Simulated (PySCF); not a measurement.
How methods differ on the ionisation energy of Mg⁺

Mg⁺ [Ne] 3s1 (2S) → Mg²⁺ [Ne] (1S), as a difference of total energies. All numbers are calculated (PySCF 2.14, the non-relativistic Hamiltonian (point nucleus), in aug-cc-pVQZ with one added diffuse shell each of s, p, d, f, g type (8s7p5d4f3g, 109 functions)). The calculations carry no spin-orbit coupling.

```json
{"method": "UHF", "ionisation energy (eV)": "14.724", "error (eV)": "-0.311"}
{"method": "LDA", "ionisation energy (eV)": "15.354", "error (eV)": "+0.319"}
{"method": "PBE", "ionisation energy (eV)": "15.342", "error (eV)": "+0.307"}
{"method": "PBE0", "ionisation energy (eV)": "15.236", "error (eV)": "+0.201"}
{"method": "r2SCAN", "ionisation energy (eV)": "15.019", "error (eV)": "-0.016"}
{"method": "PBEsol", "ionisation energy (eV)": "15.176", "error (eV)": "+0.141"}
{"method": "wB97X", "ionisation energy (eV)": "14.618", "error (eV)": "-0.417"}
{"method": "BP86", "ionisation energy (eV)": "15.253", "error (eV)": "+0.218"}
```

Reference: 15.035 eV (measured; NIST Atomic Spectra Database, ionization energies).
